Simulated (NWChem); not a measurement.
Molecule: SiH4S2; SMILES [SiH2](S)S

```xyz
7

Si     0.0000     0.0000    -0.7344
S      1.7976     0.0646     0.4329
S     -1.7976    -0.0646     0.4329
H      0.0930     1.2226    -1.5803
H     -0.0930    -1.2226    -1.5803
H      1.5348    -1.0759     1.1090
H     -1.5348     1.0759     1.1090
```
Atoms are numbered in this order, from 1.

All runs: NWChem. Coordinates come from a PBE0/def2-SVP optimisation. Level: PBE0/def2-SVP with SMD (1 M gas to 1 M solution), gas-phase geometry. Reactions with the solvent are ignored.

### Question
Estimate the computed values for solvent water. Quantities: solvation free energy (kcal/mol); cavity-dispersion-structure term (kcal/mol); dipole in solution (D).

### Answer
The solvation free energy (kcal/mol) comes out as -1.3 and the cavity-dispersion-structure term (kcal/mol) comes out as 1.7. The dipole in solution (D) is 0.29.
